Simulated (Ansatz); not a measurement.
Ge₁₄NH₂₄, a doped nanocrystal cut from the lattice of germanium (N on an inner site). The state is a doublet with charge 0. Geometry PBE-D4/def2-SVP.

```xyz
39

Ge   -0.300    1.735    0.394
Ge    0.774    0.611   -3.379
Ge   -3.437    0.791    3.192
Ge   -2.366   -1.244   -0.125
Ge    3.471    0.412   -0.432
Ge    0.565   -2.318   -0.669
Ge   -0.203   -1.427    2.274
Ge    2.076    1.815    1.003
Ge   -1.098    0.342    3.709
Ge    3.109    1.026   -2.773
Ge   -0.672    2.032   -2.014
Ge    0.319   -1.767   -3.045
Ge   -3.761    0.548    0.787
Ge    2.940   -1.960   -0.175
N    -0.543   -1.195    0.417
H    -0.981    2.975    1.103
H     0.563    0.953   -4.888
H    -3.870    2.201    3.684
H    -4.316   -0.269    3.918
H    -2.330   -1.150   -1.677
H    -2.963   -2.634    0.270
H     4.974    0.629   -0.066
H     0.161   -3.810   -0.400
H     1.346   -1.487    2.398
H    -0.786   -2.809    2.716
H     2.606    3.281    0.916
H     2.251    1.360    2.483
H    -0.236    1.628    3.604
H    -0.965   -0.192    5.169
H     3.440    2.534   -2.973
H     4.056    0.201   -3.694
H    -0.411    3.517   -2.420
H    -2.161    1.727   -2.356
H    -1.045   -2.198   -3.653
H     1.432   -2.591   -3.764
H    -3.494    1.883    0.043
H    -5.234    0.131    0.485
H     3.384   -2.515    1.207
H     3.703   -2.766   -1.270
```

Single mean-field runs in def2-SVP, def2-TZVP are fitted with def2-universal-jkfit. Another isomer (doublet) lies 0.53 eV lower at PBE0-D4/def2-TZVP; other spin states weren't run for this one.

(1) Estimate the α-spin orbital energies around the gap (eV) in Ansatz with HF/def2-TZVP, PBE-D4/def2-TZVP, r2SCAN-D4/def2-TZVP, PBE0-D4/def2-SVP, PBE0-D4/def2-TZVP.

## Answers

(1) 
| orbital | HF/def2-TZVP | PBE-D4/def2-TZVP | r2SCAN-D4/def2-TZVP | PBE0-D4/def2-SVP | PBE0-D4/def2-TZVP |
| --- | --- | --- | --- | --- | --- |
| HOMO−5 | -9.91 | -6.61 | -6.87 | -7.58 | -7.59 |
| HOMO−4 | -9.84 | -6.55 | -6.81 | -7.53 | -7.55 |
| HOMO−3 | -9.82 | -6.52 | -6.78 | -7.49 | -7.50 |
| HOMO−2 | -9.62 | -6.44 | -6.69 | -7.39 | -7.39 |
| HOMO−1 | -9.41 | -6.27 | -6.54 | -7.36 | -7.37 |
| HOMO | -8.07 | -4.64 | -4.97 | -5.56 | -5.62 |
| LUMO | 1.89 | -2.00 | -1.85 | -1.11 | -1.23 |
| LUMO+1 | 2.25 | -1.47 | -1.28 | -0.57 | -0.70 |
| LUMO+2 | 2.43 | -1.46 | -1.25 | -0.55 | -0.68 |
| LUMO+3 | 2.49 | -1.41 | -1.24 | -0.49 | -0.67 |
| LUMO+4 | 2.49 | -1.34 | -1.14 | -0.45 | -0.57 |
| LUMO+5 | 2.65 | -1.33 | -1.12 | -0.39 | -0.54 |
| β HOMO | -9.40 | -6.10 | -6.32 | -7.13 | -7.16 |
| β LUMO | 0.53 | -3.80 | -3.57 | -2.94 | -3.00 |
